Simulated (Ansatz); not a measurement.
Basis sets compared for B2(F)4 (B₂F₄). The state is a singlet with charge 0. Geometry r2SCAN-D4/def2-SVP. Ansatz on 4 threads of Arm Neoverse V1 on a shared host; times are rough, and most runs start from earlier orbitals.

```
atom   x (Å)   y (Å)   z (Å)
  B1   0.538   0.064  -0.667
  F2   1.803  -0.311  -0.579
  F3   0.142   0.544  -1.834
  B4  -0.538  -0.065   0.667
  F5  -0.677   0.917   1.542
  F6  -1.268  -1.149   0.871
```

B3LYP takes the VWN-RPA correlation.

Binding counts from free atoms (B doublet, F doublet) in the same basis, without a counterpoise term.

| level | functions | energy (Eh) | HOMO (eV) | LUMO (eV) | binding per atom (eV) | wall time |
| --- | --- | --- | --- | --- | --- | --- |
| PBE-D4/def2-SVP | 84 | -448.5053 | -8.11 | -1.70 | 5.37 | 0.5 s |
| PBE-D4/def2-TZVP | 186 | -449.0487 | -8.37 | -1.94 | 5.22 | 0.95 s |
| r2SCAN-D4/def2-TZVP | 186 | -449.3083 | -8.75 | -1.59 | 5.10 | 2.3 s |
| B3LYP-D4/6-31G | 54 | -449.1910 | -9.82 | -1.27 | 4.67 | 0.5 s |
| B3LYP-D4/def2-TZVP | 186 | -449.5169 | -9.86 | -1.21 | 5.03 | 1.4 s |
| PBE0-D4/def2-SVP | 84 | -448.5118 | -9.92 | -0.76 | 5.16 | 0.65 s |
| PBE0-D4/def2-TZVP | 186 | -449.0552 | -10.08 | -0.94 | 5.05 | 1.3 s |

Estimate the rows for PBE-D4/def2-TZVPD, r2SCAN-D4/def2-TZVPD, PBE0-D4/def2-TZVPD.


```tsv
level	functions	energy (Eh)	HOMO (eV)	LUMO (eV)	binding per atom (eV)	wall time
PBE-D4/def2-TZVPD	234	-449.0505	-8.41	-2.00	5.21	1.6 s
r2SCAN-D4/def2-TZVPD	234	-449.3096	-8.78	-1.62	5.09	3.2 s
PBE0-D4/def2-TZVPD	234	-449.0566	-10.11	-0.99	5.04	2.2 s
```
